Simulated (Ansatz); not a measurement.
Geometry optimisation, RKS PBE0/def2-SVP (Ansatz).

input.yaml

```yaml
crystal:
  periodic: [false, false, false]
  atoms:
    - { symbol: Si, position_ang: [-0.518517, 0.263337, -0.401467] }
    - { symbol: F, position_ang: [-0.004219, -0.965965, 2.06153] }
    - { symbol: Cl, position_ang: [1.345267, 0.863925, 0.135914] }
    - { symbol: Cl, position_ang: [-0.971584, 1.208682, -2.157601] }
    - { symbol: Cl, position_ang: [-0.675499, -1.731161, -0.739555] }
    - { symbol: Cl, position_ang: [-1.971181, 0.943934, 0.960995] }
    - { symbol: H, position_ang: [-0.674666, -0.582752, 2.567485] }
basis:
  gaussian: { orbitals: def2-SVP }
hamiltonian:
  xc: pbe0
relax:
  f_tol: 0.03
  max_steps: 50
```

Command:

```bash
$ ansatz run input.yaml --threads 2 --pin off --max-ram 3072MiB --backend cpu --events-out ev --progress --plain --runs-dir out
```

Task: Where does it end, and by what steps?

Result: The run converged. After 6 steps the energy has fallen by 0.106 eV; F2 moved furthest, 0.47 Å.

| step | energy less start (eV) | largest force component (eV/Å) | accepted |
| --- | --- | --- | --- |
| 0 | 0.0000 | 0.579 | yes |
| 1 | -0.0500 | 1.271 | yes |
| 2 | -0.0661 | 1.489 | yes |
| 3 | -0.0260 | 1.688 | no |
| 4 | -0.0961 | 0.848 | yes |
| 5 | -0.1055 | 0.039 | yes |
| 6 | -0.1056 | 0.022 | yes |

```xyz
7
Properties=species:S:1:pos:R:3
Si -0.525 0.309 -0.519
F 0.002 -1.098 2.518
Cl 1.348 0.858 0.031
Cl -1.055 1.298 -2.217
Cl -0.647 -1.690 -0.830
Cl -1.860 0.858 0.948
H -0.733 -0.536 2.496
```

Whether the end is a true minimum wasn't checked by a vibrational analysis.

Time of the run: 15 s on 2 threads of Intel(R) Xeon(R) 6975P-C (Granite Rapids), on a shared host, peak memory 0.29 GiB.
